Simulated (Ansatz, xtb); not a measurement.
## CH3F3Sn: 3 structures ranked

3 gas-phase structures of CH3F3Sn, from a drawn sample of its isomers (lower ones may exist). Each was relaxed with GFN2-xTB:

A. `[CH3][Sn]([F])([F])[F]`, a singlet
B. `F[C](F)(F)[SnH3]`, a singlet
C. `F[CH2][SnH]([F])[F]`, a singlet

Task: Make a reasoned guess at their ranking by r2SCAN-D4/def2-SVP single-point energy.

Result: Calculated order at r2SCAN-D4/def2-SVP: A (0.0), C (38.8), B (69.8) kcal/mol.

Energies above the lowest of each column, in kcal/mol; the last columns are at PBE0-D4/def2-SVP geometries:

```json
{"structure": "A", "GFN2-xTB": "0.0", "HF/STO-3G": "0.0", "r2SCAN-D4/def2-SVP": "0.0", "PBE0-D4/def2-SVP": "0.0", "CCSD(T)/def2-SVP + ΔMP2/def2-TZVPP": "0.0"}
{"structure": "C", "GFN2-xTB": "23.5", "HF/STO-3G": "22.6", "r2SCAN-D4/def2-SVP": "38.8", "PBE0-D4/def2-SVP": "36.5", "CCSD(T)/def2-SVP + ΔMP2/def2-TZVPP": "42.5"}
{"structure": "B", "GFN2-xTB": "54.8", "HF/STO-3G": "1.3", "r2SCAN-D4/def2-SVP": "69.8", "PBE0-D4/def2-SVP": "66.6", "CCSD(T)/def2-SVP + ΔMP2/def2-TZVPP": "86.1"}
```

Every level run on A puts it lowest or level with the lowest. Flexible structures stand in one conformer each, not always the lowest. The ΔMP2 step shifts differences by up to 8.0 kcal/mol, which makes them less sure. Atoms past krypton carry core potentials in the def2 sets, without spin–orbit terms. ΔMP2 is the change of the MP2 energy from the smaller to the larger basis.

Programs: Ansatz 0.2.0, xtb 6.7.1.
